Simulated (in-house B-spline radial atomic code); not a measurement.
Ionising the chromium ion Cr⁸⁺ with different functionals

Computed with an all-electron radial atomic-structure program (B-spline basis): four-component Dirac-Coulomb Hamiltonian, Fermi nucleus of rms radius 3.6452 fm, spin-restricted, spherical fractional occupations for the functionals, and exact exchange of hybrids averaged over the configuration. The ionisation energy is the difference of two self-consistent energies, [Ne] 3s2 3p4 → [Ne] 3s2 3p3, without Breit or QED terms; ε is the level of the shell that loses the electron (mean over j). The electron is taken from both j subshells in proportion to 2j + 1, so the result is a j average, not the step between ground levels.

```json
{"method": "B97-1", "rung": "global hybrid", "ΔSCF (eV)": "212.82", "-ε(3p) (eV)": "202.45"}
{"method": "BHandHLYP", "rung": "global hybrid", "ΔSCF (eV)": "212.58", "-ε(3p) (eV)": "206.30"}
{"method": "HSE06", "rung": "range-separated hybrid", "ΔSCF (eV)": "212.76", "-ε(3p) (eV)": "202.56"}
{"method": "CAM-B3LYP", "rung": "range-separated hybrid", "ΔSCF (eV)": "212.80", "-ε(3p) (eV)": "204.36"}
```

(1) Among the functionals, which spreads more, the ΔSCF values or the orbital energies?

(2) How do they compare with the NIST value?

Answers

(1) The orbital energies: ΔSCF values span about 0.23 eV and the orbital energies 3.85 eV; here energy differences depend much less on the functional than eigenvalues do.

(2) NIST lists 209.5 eV ± 0.3 (semi-empirical, ground level to ground level). Errors run from +3.08 to +3.32 eV. The correlated functionals all miss on the same side by more than they spread, so the cause is common to them (Breit-QED terms, spin polarisation, the choice among j levels, multiplet and fine-structure energies, or a listed next ion that isn't the cheapest removal here) and closeness doesn't rank the functionals.
